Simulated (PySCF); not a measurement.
# Working out the ionisation energy of La⁺

La⁺ [Xe] 5d2 (3F) → La²⁺ [Xe] 5d1 (2D). Calculation: PySCF 2.14, in cc-pVDZ-X2C (8s7p5d3f1g, 84 functions); scalar relativity by spin-free X2C-1e. Frozen: [Kr] 4d10. Energies in hartree (1 hartree = 27.21139 eV):

```tsv
part	La⁺ (lower)	La²⁺ (upper)
UHF	-8489.112302	-8488.730130
CCSD correlation	-0.223067	-0.205761
(T)	-0.006611	-0.005679
```

Q: What does Hartree-Fock give?

A: (-8488.730130) − (-8489.112302) = 0.382172 hartree = 10.399 eV.

Q: What do CCSD and CCSD(T) give?

A: The CCSD correlation energies differ by 0.017306 hartree = 0.471 eV and the triples by 0.000932 hartree = 0.025 eV, so CCSD gives 10.870 eV and CCSD(T) 10.895 eV.

A first-order spin-orbit estimate adds 0.010 eV to CCSD(T) (valence), giving 10.905 eV against 11.185 eV (measured; NIST Atomic Spectra Database, ionization energies).

A double-zeta basis recovers only part of the correlation energy.

What remains against the reference includes basis incompleteness, the frozen core and higher excitations.
